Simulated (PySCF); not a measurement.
Compound: C₃H₇NSSi.
SMILES with atom numbers: `[CH2:1]=[N:2]/[CH:3]=[CH:4]\[S:5][SiH3:6]` (hydrogens: H7, H8 on C1; H9 on C3; H10 on C4; H11, H12, H13 on Si6)

Jobs on this species (13 atoms, 62 electrons) with PySCF (density fitting). Hardware of each: an Arm Neoverse V2 with one thread, shared host. The host was shared with other jobs, so the times are rough. Peak memory is the resident size of the whole Python process, interpreter and libraries included.

Question: Rank these jobs by wall time, shortest first.
A. PBE0/def2-TZVP; shieldings, charges and field gradients; 240 basis functions
B. LDA/pcSseg-1; shieldings; 151 basis functions
C. PBE0-D3(BJ)/def2-SVP, grid level 1; geometry optimisation from a GFN2-xTB start shaken at random; 127 basis functions

Answer: B (17 s), A (37 s), C (93 s).

All jobs:

```
                level and settings                                                          work  basis functions  SCF cycles  wall time  peak memory
                       PBE0/6-31G*                       shieldings, charges and field gradients              106          14       11 s     0.60 GiB
                      LDA/pcSseg-1                                                    shieldings              151          16       17 s     0.73 GiB
                      KT2/pcSseg-1                                                    shieldings              151          16       20 s     0.79 GiB
                     OPBE/pcSseg-1                                                    shieldings              151          17       22 s     0.79 GiB
                  PBE0/aug-cc-pVDZ                       shieldings, charges and field gradients              209          14       31 s     0.91 GiB
                PBE0/6-311+G(2d,p)                       shieldings, charges and field gradients              220          14       31 s     0.97 GiB
                    PBE0/def2-TZVP                       shieldings, charges and field gradients              240          14       37 s     0.93 GiB
                     PBE0/pcSseg-2                       shieldings, charges and field gradients              328          14       64 s      1.4 GiB
PBE0-D3(BJ)/def2-SVP, grid level 1  geometry optimisation from a GFN2-xTB start shaken at random              127          85       93 s     0.50 GiB
```

What do all jobs in the table cost together?

About 5.4 min; the longest takes about 29 % of that, and about 8.5 times as long as the shortest.
